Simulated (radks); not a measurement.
Values are calculated unless marked as measured or tabulated.
Spin polarisation of the 4d5 shell in Ru3+. Start: [Kr] 4d(up 2.5, down 2.5); electrons of 4d are moved from spin down to spin up, other shells keep equal spins. Code: a radial shooting solver on a logarithmic mesh with Libxc functionals. Model: scalar-relativistic Kohn-Sham, PBE, spin-polarised, spherical densities, point nucleus.

moment (Bohr magnetons)  E - E(0) (eV)  e(4d up) (eV)  e(4d down) (eV)  4p down minus up (eV)
0                                0.000        -37.352          -37.352                  0.000
1                               -0.203        -37.737          -36.926                  0.801
2                               -0.812        -38.084          -36.455                  1.608
3                               -1.833        -38.393          -35.937                  2.424
4                               -3.270        -38.665          -35.366                  3.254
5                               -5.136        -38.900          -34.718                  4.102

At moment 5 the spin-polarisation energy is -5.136 eV and the 4d exchange splitting 4.182 eV, that is 0.836 eV per Bohr magneton; E = -I m^2/4 would give I = 0.822 eV.
